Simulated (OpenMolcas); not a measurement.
Pd3+ among 6 point charges of -1.7 e arranged as a tetragonal octahedron (D4h), 2.38 Å from the ion, with the axial distance 2.856 Å.
```
   2.3800    0.0000    0.0000  -1.70
   0.0000    2.3800    0.0000  -1.70
  -2.3800    0.0000    0.0000  -1.70
   0.0000   -2.3800    0.0000  -1.70
   0.0000    0.0000    2.8560  -1.70
   0.0000    0.0000   -2.8560  -1.70
```

```
Program             : OpenMolcas
Method              : CASSCF
Basis               : ANO-RCC-VTZP [7s6p4d2f1g]
Scalar Hamiltonian  : DKH2, point nucleus
Active space        : 7 electrons in 5 orbitals (4d)
State averaging     : 2S+1 = 4 even, 10 roots; 2S+1 = 2 even, 40 roots
Spin-orbit coupling : state interaction with AMFI integrals over the reference wave functions
```

(1) What is the spin-free ground state (labels of D4, the rotations of D4h)?

(2) Where is the first state of the same spin?

(3) What are the lowest two levels with spin-orbit coupling?

(4) What is χT at 300 K, and how does it compare with the textbook value?

Results:

(1) 4A2, 1-fold in its orbital part, 98 % from free-ion F terms; it has the highest spin that d7 allows.

(2) 4E at 752 cm-1 above the ground state.

(3) A 2-fold level E1/2 with g = 1.52, 6.49, 6.49, then a 2-fold level E3/2 364.2 cm-1 above it. Their leading multiplicities are 4 (98 %) and 4 (98 %).

(4) The lowest level has 2S+1 = 4, for which the spin-only value is χT = S(S+1) / 2 = 1.875 cm3 K/mol (g = 2). The computed 4.585 at 300 K differs by +2.710, through orbital momentum, spin-orbit coupling and any other state in reach.

Spin-orbit coupling mixes the spin-free states strongly: the lowest level takes only 56 % from its leading state, 4A2. Without dynamic correlation the repulsion within the d shell is too large (B by tens of per cent), so at a given field states of lower spin stand too high. Point charges give a weaker field than real ligands, and real ions of this kind are as a rule low spin; the high spin found here belongs to the model. The ground term spreads over less than 5000 cm-1, several times less than with real ligands, so orbital moments are less quenched and χT lies further from the spin-only value than at real sites. Point charges carry no covalency, so the field is a model and not that of real ligands. No measured value stands beside these numbers.
